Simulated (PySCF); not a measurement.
Compound: C3H8Si.
SMILES with atom numbers: `[CH2:1]1[CH2:2][SiH2:3][CH2:4]1` (hydrogens: H5, H6 on C1; H7, H8 on C2; H9, H10 on Si3; H11, H12 on C4)

The same species was optimised twice, with GFN2-xTB and with PBE0-D3(BJ)/def2-SVP (PySCF), and the same property calculations (PySCF, gas phase) were run on both structures.

```csv
coordinate,GFN2-xTB,PBE0-D3(BJ)/def2-SVP,change
Si3–H10 (Å),1.463,1.497,+0.034
Si3–H9 (Å),1.464,1.497,+0.033
C2–Si3 (Å),1.912,1.897,-0.015
Si3–C4 (Å),1.912,1.897,-0.015
C4–H11 (Å),1.088,1.102,+0.014
C2–H7 (Å),1.088,1.102,+0.014
C1–H5 (Å),1.090,1.103,+0.013
C1–H6 (Å),1.089,1.102,+0.013
C4–H12 (Å),1.088,1.099,+0.011
C2–H8 (Å),1.088,1.099,+0.011
C1–C4 (Å),1.543,1.553,+0.010
C1–C2 (Å),1.543,1.553,+0.010
C1–C4–Si3 (°),91.2,86.6,-4.6
C1–C2–Si3 (°),91.2,86.6,-4.6
Si3–C4–H12 (°),117.5,122.0,+4.5
Si3–C2–H8 (°),117.7,122.1,+4.4
Si3–C4–H11 (°),114.7,110.6,-4.1
Si3–C2–H7 (°),114.6,110.5,-4.1
C1–C4–H12 (°),113.5,116.6,+3.1
C1–C2–H8 (°),113.5,116.6,+3.1
```

Rotational constants: A = 9241, B = 5941, C = 4068 MHz (GFN2-xTB) against A = 8856, B = 6212, C = 4219 MHz (PBE0-D3(BJ)/def2-SVP). Point groups within 0.08 Å: Cs and Cs. Atoms that the bonding makes alike are paired by their places after alignment.

On the GFN2-xTB structure: lowest triplet, Tamm–Dancoff (eV) 6.49 [wB97X-D/def2-SVPD]; isotropic polarisability (au) 60.7 [wB97X-D/def2-SVPD]; HOMO (eV) -9.72 [wB97X-D/def2-SVPD]; LUMO (eV) 1.97 [wB97X-D/def2-SVPD]; dipole (D) 0.23 [wB97X-D/def2-SVPD]; HOMO (eV) -7.91 [PBE0/pcSseg-1]; LUMO (eV) 0.45 [PBE0/pcSseg-1]; dipole (D) 0.16 [PBE0/pcSseg-1]; GIAO shielding of C1 (ppm) 164.3 [PBE0/pcSseg-1]; GIAO shielding of C2/C4 (mean) (ppm) 176.9 [PBE0/pcSseg-1]; GIAO shielding of Si3 (ppm) 380.0 [PBE0/pcSseg-1]; C1s of C1 (eV) 290.39 [delta-SCF UKS SCAN, pcX-2 on the ionised atom, pcseg-1 elsewhere, spin-free X2C]; C1s of C2 (eV) 289.72 [delta-SCF UKS SCAN, pcX-2 on the ionised atom, pcseg-1 elsewhere, spin-free X2C]; Si1s of Si3 (eV) 1846.05 [delta-SCF UKS SCAN, pcX-2 on the ionised atom, pcseg-1 elsewhere, spin-free X2C]; Si2p of Si3 (eV) 106.52 [delta-SCF UKS SCAN, pcX-2 on the ionised atom, pcseg-1 elsewhere, spin-free X2C].

Problem. What do these properties become on the PBE0-D3(BJ)/def2-SVP structure?

Solution. 
| property | level | on GFN2-xTB | on PBE0-D3(BJ)/def2-SVP | change |
| --- | --- | --- | --- | --- |
| lowest triplet, Tamm–Dancoff (eV) | wB97X-D/def2-SVPD | 6.49 | 6.85 | +0.36 |
| isotropic polarisability (au) | wB97X-D/def2-SVPD | 60.7 | 61.9 | +1.2 |
| HOMO (eV) | wB97X-D/def2-SVPD | -9.72 | -9.72 | 0.00 |
| LUMO (eV) | wB97X-D/def2-SVPD | 1.97 | 2.07 | +0.10 |
| dipole (D) | wB97X-D/def2-SVPD | 0.23 | 0.45 | +0.22 |
| energy, GFN2-xTB geometry as zero (kcal/mol) | wB97X-D/def2-SVPD | 0.0 | -2.5 | -2.5 |
| HOMO (eV) | PBE0/pcSseg-1 | -7.91 | -7.90 | +0.01 |
| LUMO (eV) | PBE0/pcSseg-1 | 0.45 | 0.60 | +0.15 |
| dipole (D) | PBE0/pcSseg-1 | 0.16 | 0.39 | +0.23 |
| energy, GFN2-xTB geometry as zero (kcal/mol) | PBE0/pcSseg-1 | 0.0 | -2.5 | -2.5 |
| GIAO shielding of C1 (ppm) | PBE0/pcSseg-1 | 164.3 | 159.2 | -5.1 |
| GIAO shielding of C2/C4 (mean) (ppm) | PBE0/pcSseg-1 | 176.9 | 172.9 | -4.0 |
| GIAO shielding of Si3 (ppm) | PBE0/pcSseg-1 | 380.0 | 375.9 | -4.1 |
| C1s of C1 (eV) | delta-SCF UKS SCAN, pcX-2 on the ionised atom, pcseg-1 elsewhere, spin-free X2C | 290.39 | 290.64 | +0.25 |
| C1s of C2 (eV) | delta-SCF UKS SCAN, pcX-2 on the ionised atom, pcseg-1 elsewhere, spin-free X2C | 289.72 | 289.92 | +0.20 |
| Si1s of Si3 (eV) | delta-SCF UKS SCAN, pcX-2 on the ionised atom, pcseg-1 elsewhere, spin-free X2C | 1846.05 | 1846.14 | +0.09 |
| Si2p of Si3 (eV) | delta-SCF UKS SCAN, pcX-2 on the ionised atom, pcseg-1 elsewhere, spin-free X2C | 106.52 | 106.59 | +0.07 |

The heavy atoms differ by 0.105 Å rms after alignment. Among all bonds Si3–H9 and Si3–H10 change most and about equally (+0.033 to +0.034 Å). Changes are differences of the printed values. Neither structure is proved a minimum here.

wB97X-D is run here without its empirical dispersion term; that term would change no orbital, density or response property at a fixed geometry.
